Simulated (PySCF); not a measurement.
Work out the structure from these simulated measurements.

Elements present: C, H, N and Si. Monoisotopic mass: 143.0587 u.

* Rotational structure: rotational constants A, B, C: 2.026, 0.976, 0.807 GHz [GFN2-xTB]
* Dipole: 0.86 D [PBE0/pcSseg-1]
* 13C NMR: chemical shifts (computed TMS as zero) by class: 155.4 (1 C), 147.9 (1 C), 123.5 (1 C), 88.7 (1 C), 25.8 (1 C) ppm [GIAO PBE0/pcSseg-1]
* 1H NMR: chemical shifts (computed TMS as zero) by class: 6.36 (1 H), 5.65 (1 H), 5.26 (1 H), 5.12 (2 H), 4.32 (1 H), 4.07 (1 H), 3.39 (3 H), 2.00 (3 H) ppm [GIAO PBE0/pcSseg-1]
* NMR, other nuclei: isotropic shieldings of nuclei other than C and H, by class: 169 (1 N), 390 (1 Si), 469 (1 Si) ppm [GIAO PBE0/pcSseg-1]

Electronic properties: PySCF, gas phase, density fitting. Levels stand in brackets. Isolated species at its GFN2-xTB geometry (one conformer only). GFN2-xTB frequencies show an imaginary mode (26i cm⁻¹), so this geometry is no minimum at that level. Each NMR value is the plain mean over a class of atoms that symmetry, rotation or inversion makes alike.

Question: Which formula fits the mass and the elements?

Answer: C5H13NSi2 (calculated 143.0587). No other formula that holds each of these elements comes within 0.0003 u with a fitting electron parity and a possible valence count.

Question: Give a SMILES that accounts for the data.

Answer: Numbering: `[CH2:1]=[CH:2][N:3]([SiH2:4][SiH3:5])[C:6](=[CH2:7])[CH3:8]`. Its formula, C5H13NSi2, gives 2 degrees of unsaturation: 0 rings and 2 π bonds in the structure found. 5 carbons fall into 5 classes; from least to most shielded: vinylic carbon bearing nitrogen [C6] (155.4 ppm), vinylic carbon bearing nitrogen [C2] (147.9 ppm), terminal =CH2 carbon [C7] (123.5 ppm), terminal =CH2 carbon [C1] (88.7 ppm), allylic carbon [C8] (25.8 ppm). Hydrogen classes from least to most shielded: 1 H on a vinylic carbon bearing nitrogen, C2 (6.36 ppm), 1 H on a terminal =CH2 carbon, C7 (5.65 ppm), 1 H on a terminal =CH2 carbon, C7 (5.26 ppm), 2 H on an SiH2 silicon, Si4 (5.12 ppm), 1 H on a terminal =CH2 carbon, C1 (4.32 ppm), 1 H on a terminal =CH2 carbon, C1 (4.07 ppm), 3 H on an SiH3 silicon, Si5 (3.39 ppm), 3 H on an allylic carbon, C8 (2.00 ppm). The other shieldings belong to: 169 ppm, silicon-bound nitrogen [N3]; 390 ppm, SiH2 silicon [Si4]; 469 ppm, SiH3 silicon [Si5]. The optimised geometry has point group C1 and is an asymmetric top. Structure: `N(C=C)(C(C)=C)[SiH2][SiH3]`. Computed isomers that give other values at the same levels: `C=C[C@@H]1C[C@@H]1N([SiH3])[SiH3]` (13C chemical shifts (computed TMS as zero) by class: 146.3 (1 C), 120.7 (1 C), 41.5 (1 C), 27.2 (1 C), 18.3 (1 C) ppm); `C/C=C1\C[C@@H]1N([SiH3])[SiH3]` (13C chemical shifts (computed TMS as zero) by class: 131.8 (1 C), 131.3 (1 C), 36.6 (1 C), 21.1 (1 C), 13.4 (1 C) ppm); `CN[C@@H]1C=CC[SiH2][SiH2]1` (13C chemical shifts (computed TMS as zero) by class: 141.0 (1 C), 132.4 (1 C), 53.9 (1 C), 39.6 (1 C), 12.0 (1 C) ppm). The assignments are read from this structure; whether some other isomer fits the data as well wasn't checked.

The values belong to the conformer `[CH2:1]=[CH:2][N:3]([SiH2:4][SiH3:5])[C:6](=[CH2:7])[CH3:8]`: C1–C2–N3–Si4 -173°, C2–N3–Si4–Si5 -148°, C2–N3–C6–C7 69°.
